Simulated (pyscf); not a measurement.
As≡As (SMILES [As]#[As]) + AsH₃ (SMILES [AsH3]) → HAs=As–AsH₂ (SMILES [AsH]=[As][AsH2]), an addition across a multiple bond or ene-type step (singlet surface; As–H broken, As–As, As–H formed). Optimised with ωB97X-D3(BJ)/def2-SVP in PySCF. MP2 and CC: frozen core, UHF for open shells. ΔMP2 is the change of the MP2 total energy from the triple- to the quadruple-zeta basis. Energies in kJ/mol from the separated reactants.

AM1 to PM7: differences of heats of formation from MOPAC. 

**Question.** Quick PM7 single points give ΔE‡ = 58.3 kJ/mol and ΔE = -93.3 kJ/mol. What does CCSD(T)/def2-TZVPP + ΔMP2(QZVPP) give, and how far is the quick result from it?

**Answer.** CCSD(T)/def2-TZVPP + ΔMP2(QZVPP) gives ΔE‡ = 110.9 kJ/mol and ΔE = -36.4 kJ/mol. PM7 lies 52.6 kJ/mol under it in the barrier and 56.9 kJ/mol under it in the reaction energy, so on this step it does not hold to within 12.6 kJ/mol. CCSD(T)/def2-TZVPP + ΔMP2(QZVPP) has limits of its own. On the product side the descent ends in the other cis-trans isomer, a step of its own away from the zero, 8.0 kJ/mol over the lowest minimum found and 164.6 kJ/mol under the saddle at ωB97X-D3(BJ). At ωB97X-D3(BJ) the barrier from the zero used here is 91.1 kJ/mol. One saddle was located; it need not be the lowest between these sides. The CCSD(T) − MP2 part came from Ansatz, without density fitting, on the same reference. The frozen core leaves the outer d or s,p core shells of the metals and heavy elements correlated in the MP2 and CC values, and def2-TZVPP describes them poorly, which can shift differences by a few kcal/mol. In the def2 sets elements up to Kr have no core potential.
